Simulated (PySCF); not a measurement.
# Frontier levels across methods

C₃H₆ClFSi.
Geometry (PBE0-D3(BJ)/def2-SVP, Å), atoms numbered from 1 in this order:
```xyz
12
C3H6ClFSi angstrom
C      2.263    0.529   -0.089
C      0.974    0.724   -0.362
F      0.512    1.981   -0.537
Si    -0.368   -0.592   -0.531
C     -1.724   -0.217    0.730
Cl    -3.052   -1.406    0.560
H      2.641   -0.484    0.059
H      2.961    1.367   -0.010
H     -0.957   -0.542   -1.899
H      0.242   -1.924   -0.264
H     -2.139    0.790    0.575
H     -1.344   -0.273    1.760
```

Basis pcSseg-1 throughout (PySCF), one geometry. The structure is a single PBE0-D3(BJ)/def2-SVP conformer in the gas phase; no vibrational or solvent corrections.

Task: How do the orbital energies, the gap and the dipole change with the method?

Result: 
```csv
method,kind,HOMO (eV),LUMO (eV),gap (eV),μ (D),SCF cycles
BLYP,GGA,-6.45,-1.48,4.97,1.74,14
OPBE,GGA,-6.58,-1.53,5.06,1.80,15
B97-D,GGA,-6.59,-1.54,5.04,1.82,14
PBE,GGA,-6.61,-1.64,4.97,1.77,14
KT3,GGA,-6.64,-1.61,5.03,1.78,15
KT2,GGA,-6.66,-1.69,4.97,1.82,16
BP86,GGA,-6.72,-1.74,4.98,1.81,14
LDA,LDA,-6.78,-1.88,4.91,1.82,14
B97-2,global hybrid,-7.62,-0.75,6.87,1.94,14
B3LYP,global hybrid,-7.63,-0.91,6.72,1.89,14
PBE0,global hybrid,-7.88,-0.71,7.16,1.95,14
mPW1PW91,global hybrid,-7.91,-0.73,7.18,1.96,14
BHandHLYP,global hybrid,-8.96,0.36,9.31,2.08,12
CAM-B3LYP,range-separated hybrid,-9.20,0.45,9.66,1.95,12
wB97X-D,range-separated hybrid,-9.76,1.06,10.82,2.02,14
HF,Hartree–Fock,-10.57,2.96,13.53,2.33,11
LC-wPBE,range-separated hybrid,-10.59,1.59,12.18,2.00,14
```

The HOMO spans 4.15 eV, from BLYP down to LC-wPBE, and the gap runs from 4.91 eV (LDA) to 13.53 eV (HF). Over the methods BLYP (0 %), OPBE (0 %), B97-D (0 %), PBE (0 %), KT3 (0 %), KT2 (0 %), BP86 (0 %), LDA (0 %), B97-2 (21 %), B3LYP (20 %), PBE0 (25 %), mPW1PW91 (25 %), BHandHLYP (50 %), HF (100 %), a straight line through the gap against the share of exact exchange rises by 0.86 eV for each 10 % (correlation coefficient 1.000). The dipole ranges from 1.74 D (BLYP) to 2.33 D (HF). This basis has no diffuse functions.
